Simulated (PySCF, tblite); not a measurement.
Calculations on `C=CC[C@]1(C)C[CH]O1` [radical], in the order of a workflow; each names the level of the geometry that it ran on. Settings lines and outputs come from a driver script.

C7H11O (doublet state).
SMILES with atom numbers: `[CH2:1]=[CH:2][CH2:3][C@:4]1([CH3:5])[CH2:6][CH:7][O:8]1` (hydrogens: H9, H10 on C1; H11 on C2; H12, H13 on C3; H14, H15, H16 on C5; H17, H18 on C6; H19 on C7)

Step 1: GFN2-xTB geometry optimisation, gas phase (tblite 0.8.0) (from a force-field or distance-geometry start)
```json
{"job": {"kind": "relax", "xc": "GFN2-xTB", "basis": "xTB"}, "charge": 0, "multiplicity": 2}
```
```
step      E/eV     max force
  0    -667.60408    1.691
  1    -667.67864    1.177
  2    -667.70939    0.534
...
 44    -667.76760    0.014
 45    -667.76763    0.015
 46    -667.76766    0.014
 47    -667.76769    0.011
 48    -667.76771    0.009
```

Energy lowered by 3.8 kcal/mol over 48 steps; largest atomic force 0.009 eV/Å at the end. «max force» is the largest atomic force in eV/Å.

Step 2: GFN2-xTB harmonic vibrations, gas phase (tblite 0.8.0) (on the GFN2-xTB geometry)
```json
{"job": {"kind": "ir", "xc": "GFN2-xTB", "basis": "xTB"}, "charge": 0, "multiplicity": 2}
```
```
(table of modes left out)
```

51 modes from 52 to 3126 cm⁻¹ (unscaled, harmonic); zero-point energy 99.8 kcal/mol; all wavenumbers are real at this level.

Step 3: UKS B3LYP, pcH-1 on C H O, non-relativistic, mean-field spin-orbit, GIAO (PySCF 2.14.0) (on the GFN2-xTB geometry)
```json
{"job": {"kind": "epr", "basis": "pcH-1"}, "charge": 0, "multiplicity": 2}
```
```
...
E = -348.50752378 Eh   <S^2> = 0.7534 (exact 0.7500)
g shifts (ppm)      1          2          3
  rmc          -194       -194       -194
  gc             -6          6         24
  oz_so         -28       1516       2569
  total        -228       1328       2399
hyperfine (MHz)  atom isotope    a_iso     a_fc   dipolar eigenvalues
    0   13C       0.80       0.80     -0.20     -0.12      0.32
    1   13C      -0.02      -0.02     -0.47      0.21      0.26
    2   13C       9.15       9.15     -0.94     -0.77      1.71
    3   13C       0.49       0.49     -1.63     -1.44      3.07
    4   13C       0.03       0.03     -0.64     -0.37      1.01
    5   13C     -18.28     -18.28     -3.18     -0.77      3.95
    6   13C     187.36     187.36    -73.88    -72.66    146.54
    7   17O     -27.83     -27.83    -72.77     34.86     37.91
    8    1H       0.38       0.38     -0.81     -0.65      1.46
    9    1H       0.34       0.34     -0.43     -0.39      0.82
   10    1H      -0.16      -0.16     -0.72     -0.64      1.36
   11    1H      -0.64      -0.64     -1.82     -1.48      3.29
   12    1H       0.26       0.26     -2.48     -2.11      4.58
   13    1H       0.09       0.09     -1.57     -1.55      3.12
   14    1H      -0.28      -0.28     -3.06     -2.45      5.51
...
```

⟨S²⟩ 0.753; g_iso 2.0035. rmc, gc and oz_so are the mass-correction, gauge-correction and orbital-Zeeman/spin–orbit parts of the g shift along its three principal axes; a_iso is the isotropic hyperfine coupling and a_fc its Fermi-contact part. The log counts atoms from 0, this text from 1.

Which step took the most CPU time, and about what did each take on one thread of an Arm Neoverse N1 (shared host)?

Step 3, about 99 % of the total. CPU time by step: 1: 0.51 s, 2: 0.94 s, 3: 2.3 min.

Geometry of the electronic-property runs (GFN2-xTB):
```
atom  x, y, z in Å
C1     2.650    0.578    0.033
C2     1.752   -0.386   -0.039
C3     0.567   -0.501    0.866
C4    -0.754   -0.272    0.121
C5    -1.050   -1.349   -0.909
C6    -0.983    1.178   -0.355
C7    -2.119    1.136    0.610
O8    -1.839   -0.140    1.072
H9     2.591    1.358    0.775
H10    3.490    0.625   -0.639
H11    1.845   -1.158   -0.790
H12    0.533   -1.497    1.314
H13    0.635    0.233    1.672
H14   -0.998   -2.333   -0.450
H15   -2.052   -1.204   -1.307
H16   -0.335   -1.292   -1.725
H17   -0.170    1.872   -0.125
H18   -1.250    1.290   -1.407
H19   -2.522    1.874    1.278
```

 (This holds for the electronic-property runs.)

One conformer stands for the species.
